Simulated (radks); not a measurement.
Results of a calculation; reference values are marked as such.
Mean orbital radii <r> (bohr) of the ytterbium ion Yb+, [Xe] 4f14 6s1, at several levels of relativity; Dirac values are averaged over j with weights 2j + 1. Spin-unpolarised spherical Kohn-Sham, PBE, point nucleus unless stated (finite: rms radius 5.3108 fm), a radial shooting solver on a logarithmic mesh with Libxc functionals. A level marked "c x" has the speed of light scaled by that factor.

3s: non-rel. 0.2343; scalar-rel., finite nucleus 0.2167; Dirac 0.2162; Dirac, c x 0.85 0.2086; change of magnitude, last against first (%) -10.98
3p: non-rel. 0.2242; scalar-rel., finite nucleus 0.2162; Dirac 0.2154; Dirac, c x 0.85 0.2119; change of magnitude, last against first (%) -5.51
3d: non-rel. 0.1974; scalar-rel., finite nucleus 0.1961; Dirac 0.1961; Dirac, c x 0.85 0.1957; change of magnitude, last against first (%) -0.89
4s: non-rel. 0.5270; scalar-rel., finite nucleus 0.4879; Dirac 0.4878; Dirac, c x 0.85 0.4715; change of magnitude, last against first (%) -10.52
4p: non-rel. 0.5371; scalar-rel., finite nucleus 0.5183; Dirac 0.5172; Dirac, c x 0.85 0.5093; change of magnitude, last against first (%) -5.16
4d: non-rel. 0.5627; scalar-rel., finite nucleus 0.5601; Dirac 0.5604; Dirac, c x 0.85 0.5598; change of magnitude, last against first (%) -0.52
5s: non-rel. 1.322; scalar-rel., finite nucleus 1.208; Dirac 1.209; Dirac, c x 0.85 1.162; change of magnitude, last against first (%) -12.10
5p: non-rel. 1.503; scalar-rel., finite nucleus 1.447; Dirac 1.445; Dirac, c x 0.85 1.421; change of magnitude, last against first (%) -5.50
4f: non-rel. 0.7451; scalar-rel., finite nucleus 0.7861; Dirac 0.7874; Dirac, c x 0.85 0.8088; change of magnitude, last against first (%) +8.56
6s: non-rel. 3.827; scalar-rel., finite nucleus 3.544; Dirac 3.545; Dirac, c x 0.85 3.413; change of magnitude, last against first (%) -10.84
5d (empty): non-rel. 2.688; scalar-rel., finite nucleus 2.812; Dirac 2.814; Dirac, c x 0.85 2.852; change of magnitude, last against first (%) +6.11
6p (empty): non-rel. 4.777; scalar-rel., finite nucleus 4.685; Dirac 4.674; Dirac, c x 0.85 4.618; change of magnitude, last against first (%) -3.33
